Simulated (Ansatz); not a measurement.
# Nudged elastic band run: CH3FSi2

input.yaml

```yaml
crystal:
  periodic: [false, false, false]
  atoms:
    - { symbol: C, position_ang: [-1.050005, 1.51103, -0.172934] }
    - { symbol: Si, position_ang: [-0.47202, 0.150547, 0.718092] }
    - { symbol: Si, position_ang: [1.11725, -1.303945, -0.081947] }
    - { symbol: F, position_ang: [0.637411, -2.832938, -0.394728] }
    - { symbol: H, position_ang: [-0.752604, 1.744852, -1.200156] }
    - { symbol: H, position_ang: [-1.760284, 2.215108, 0.274563] }
    - { symbol: H, position_ang: [2.280242, -1.484643, 0.857089] }
basis:
  gaussian: { orbitals: def2-SVP }
hamiltonian:
  xc: b3lyp
  dispersion: d4
neb:
  order_check: false
  images: 5
  f_tol: 0.05
  max_iterations: 60
  initial_path: idpp
  final_atoms:
    - { symbol: C, position_ang: [-1.04114367, 1.51581623, -0.16782848] }
    - { symbol: Si, position_ang: [-0.51528847, 0.11689088, 0.69670731] }
    - { symbol: Si, position_ang: [1.10265338, -1.31225615, -0.09247462] }
    - { symbol: F, position_ang: [0.65471724, -2.85837998, -0.36771693] }
    - { symbol: H, position_ang: [-1.74165171, 2.22643141, 0.28560506] }
    - { symbol: H, position_ang: [-0.73862345, 1.75774443, -1.1917958] }
    - { symbol: H, position_ang: [2.27932666, -1.44623582, 0.83748246] }
```

Command:

```bash
$ ansatz run input.yaml --threads 1 --pin off --max-ram 2048MiB --backend cpu --events-out ev --progress --plain --runs-dir out
```

Output, in part (warnings, iteration lines, the closing report on the highest movable image, with atoms numbered from 0):

```
NEB end point (image 0): max|allowed force component| = 6.281e-3 eV/Å (the criterion of neb.relax_end_points is 1.000e-2)
NEB end point (image 6): max|allowed force component| = 1.171e-2 eV/Å (the criterion of neb.relax_end_points is 1.000e-2)
NEB iter   1: max|band force component| = 1.975e0 eV/Å  barrier→ = 1.5102 eV  barrier← = 1.5102 eV  Δτ_max = 0.2000 Å  (261 SCF iters)
NEB iter   2: max|band force component| = 1.298e0 eV/Å  barrier→ = 1.1924 eV  barrier← = 1.1923 eV  Δτ_max = 0.1293 Å  (176 SCF iters)
NEB iter   3: max|band force component| = 8.397e-1 eV/Å  barrier→ = 1.0385 eV  barrier← = 1.0384 eV  Δτ_max = 0.1927 Å  (149 SCF iters)
NEB iter   4: max|band force component| = 7.737e-1 eV/Å  barrier→ = 0.8528 eV  barrier← = 0.8527 eV  Δτ_max = 0.2000 Å  (156 SCF iters)
NEB iter   5: max|band force component| = 8.821e-1 eV/Å  barrier→ = 0.7743 eV  barrier← = 0.7742 eV  Δτ_max = 0.1028 Å  (153 SCF iters)
NEB iter   6: max|band force component| = 7.491e-1 eV/Å  barrier→ = 0.7492 eV  barrier← = 0.7491 eV  Δτ_max = 0.0510 Å  (157 SCF iters)
NEB iter   7: max|band force component| = 5.229e-1 eV/Å  barrier→ = 0.7422 eV  barrier← = 0.7421 eV  Δτ_max = 0.0508 Å  (139 SCF iters)
NEB iter   8: max|band force component| = 3.083e-1 eV/Å  barrier→ = 0.7520 eV  barrier← = 0.7519 eV  CI = image 3  Δτ_max = 0.0500 Å  (144 SCF iters)
NEB iter   9: max|band force component| = 3.082e-1 eV/Å  barrier→ = 0.7670 eV  barrier← = 0.7669 eV  CI = image 3  Δτ_max = 0.0252 Å  (149 SCF iters)
NEB iter  10: max|band force component| = 1.582e-1 eV/Å  barrier→ = 0.7725 eV  barrier← = 0.7725 eV  CI = image 3  Δτ_max = 0.0251 Å  (139 SCF iters)
NEB iter  11: max|band force component| = 3.534e-1 eV/Å  barrier→ = 0.7765 eV  barrier← = 0.7765 eV  CI = image 3  Δτ_max = 0.0125 Å  (143 SCF iters)
NEB iter  12: max|band force component| = 2.581e-1 eV/Å  barrier→ = 0.7779 eV  barrier← = 0.7779 eV  CI = image 3  Δτ_max = 0.0125 Å  (144 SCF iters)
NEB iter  13: max|band force component| = 2.399e-1 eV/Å  barrier→ = 0.7790 eV  barrier← = 0.7790 eV  CI = image 3  Δτ_max = 0.0125 Å  (143 SCF iters)
NEB iter  14: max|band force component| = 2.452e-1 eV/Å  barrier→ = 0.7797 eV  barrier← = 0.7796 eV  CI = image 3  Δτ_max = 0.0063 Å  (143 SCF iters)
NEB iter  15: max|band force component| = 1.862e-1 eV/Å  barrier→ = 0.7798 eV  barrier← = 0.7798 eV  CI = image 3  Δτ_max = 0.0063 Å  (139 SCF iters)
NEB iter  16: max|band force component| = 1.271e-1 eV/Å  barrier→ = 0.7798 eV  barrier← = 0.7797 eV  CI = image 3  Δτ_max = 0.0063 Å  (139 SCF iters)
NEB iter  17: max|band force component| = 1.008e-1 eV/Å  barrier→ = 0.7796 eV  barrier← = 0.7795 eV  CI = image 3  Δτ_max = 0.0063 Å  (134 SCF iters)
NEB iter  18: max|band force component| = 7.656e-2 eV/Å  barrier→ = 0.7794 eV  barrier← = 0.7793 eV  CI = image 3  Δτ_max = 0.0063 Å  (133 SCF iters)
NEB iter  19: max|band force component| = 7.354e-2 eV/Å  barrier→ = 0.7793 eV  barrier← = 0.7793 eV  CI = image 3  Δτ_max = 0.0063 Å  (134 SCF iters)
NEB iter  20: max|band force component| = 6.999e-2 eV/Å  barrier→ = 0.7792 eV  barrier← = 0.7792 eV  CI = image 3  Δτ_max = 0.0063 Å  (134 SCF iters)
NEB iter  21: max|band force component| = 6.643e-2 eV/Å  barrier→ = 0.7791 eV  barrier← = 0.7791 eV  CI = image 3  Δτ_max = 0.0031 Å  (133 SCF iters)
NEB iter  22: max|band force component| = 6.449e-2 eV/Å  barrier→ = 0.7791 eV  barrier← = 0.7790 eV  CI = image 3  Δτ_max = 0.0031 Å  (127 SCF iters)
NEB iter  23: max|band force component| = 6.254e-2 eV/Å  barrier→ = 0.7790 eV  barrier← = 0.7790 eV  CI = image 3  Δτ_max = 0.0063 Å  (126 SCF iters)
NEB iter  24: max|band force component| = 5.792e-2 eV/Å  barrier→ = 0.7789 eV  barrier← = 0.7788 eV  CI = image 3  Δτ_max = 0.0125 Å  (133 SCF iters)
NEB iter  25: max|band force component| = 4.849e-2 eV/Å  barrier→ = 0.7785 eV  barrier← = 0.7785 eV  CI = image 3  Δτ_max = 0.0000 Å  (289 SCF iters)
Total energy: -19548.81191586 eV, -718.4055872474 hartree
Atom 0 at    -0.865843     1.729785    -0.085548 Å, force     0.048690    -0.004250     0.006112 eV/Å
Atom 1 at    -0.167869     0.224001     0.328229 Å, force    -0.011018    -0.017033    -0.001722 eV/Å
Atom 2 at     1.011209    -1.872102    -0.590971 Å, force    -0.026196    -0.018725     0.020138 eV/Å
Atom 3 at     0.128967    -3.049801     0.163714 Å, force     0.020642     0.024719    -0.015168 eV/Å
Atom 4 at    -0.242125     2.594098    -0.357501 Å, force    -0.031586     0.006317     0.000462 eV/Å
Atom 5 at    -1.931892     1.960652     0.040875 Å, force     0.001128     0.004266    -0.007150 eV/Å
Atom 6 at     2.067543    -1.586622     0.501181 Å, force    -0.001661     0.004707    -0.002670 eV/Å
Dipole moment:    -0.094966     0.504732     0.039023 e Å
```

The run converged. A vibrational analysis at the climbing image gives one clearly imaginary mode, 505i cm⁻¹: a first-order saddle point.

Final band (atoms are numbered from 1 in the order of the input):

| image | path coordinate (Å) | energy (eV) | dihedral H5–C1–Si2–Si3 (°) |
| --- | --- | --- | --- |
| 0 | 0.00 | 0.00 | 4 |
| 1 | 0.63 | 0.10 | 1 |
| 2 | 1.27 | 0.48 | -32 |
| 3 | 1.90 | 0.78 | -74 |
| 4 | 2.67 | 0.50 | -118 |
| 5 | 3.44 | 0.13 | -155 |
| 6 | 4.21 | 0.00 | -174 |

Run time: 3.9 min on 1 thread of Intel(R) Xeon(R) Platinum 8375C CPU @ 2.90GHz (Ice Lake), on a shared host, peak memory 0.17 GiB.
